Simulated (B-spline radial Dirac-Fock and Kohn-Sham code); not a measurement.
# K-line shifts caused by a second vacancy in Lu²⁺

System: lutetium as Lu²⁺, configuration [Xe] 4f14 6s1, inside a Watson sphere of charge -2 and radius 1.8 Å (a model of the Madelung potential; inside it an electron's potential energy is raised by 16.0 eV).

Input file task.json (cfg lists n, l and occupation; rrms is the nuclear radius in fm):

```json
{"items": [{
  "Z": 71,
  "q": 2,
  "cfg": [[1, 0, 2], [2, 0, 2], [2, 1, 6], [3, 0, 2], [3, 1, 6], [3, 2, 10], [4, 0, 2], [4, 1, 6], [4, 2, 10], [4, 3, 14], [5, 0, 2], [5, 1, 6], [6, 0, 1]],
  "A": 175,
  "rrms": 5.37,
  "watson": [-2, 1.8],
  "do": ["binding", "quiet", "double"]
}]}
```

Launch: `python xray_run.py task.json out`

The computed values come from a radial atomic solver: multi-electron Dirac-Fock with separately optimised hole states, Breit and Lamb-shift corrections added in first order. Each two-hole energy is an average over J within one jj subconfiguration, not an observable level; in light atoms, where LS coupling holds, the j-resolved values are not observed lines, and for a K spectator the Kα1 hypersatellite is nearly forbidden. Correlation energy is missing from these numbers.

Lines without a spectator: Kα2 (K-L2) 52960.0 eV, Kα1 (K-L3) 54064.9 eV, Kβ3 (K-M2) 61042.6 eV, Kβ1 (K-M3) 61281.5 eV. Shifts in eV with one spectator hole (a dash: not computed, or left out as unreliable):

```
spectator hole     Kα2     Kα1      Kβ3      Kβ1
        K (1s)  +922.9  +986.5  +1193.0  +1207.7
    L2 (2p1/2)  +115.9  +154.6        –   +298.6
    L3 (2p3/2)   +91.0   +98.5   +230.6        –
    M2 (3p1/2)       –  +24.02    +47.3    +56.0
    M3 (3p3/2)  +13.76       –    +41.3    +41.7
    M4 (3d3/2)   +4.70   +1.31        –        –
    M5 (3d5/2)   -0.46   +3.33        –        –
```
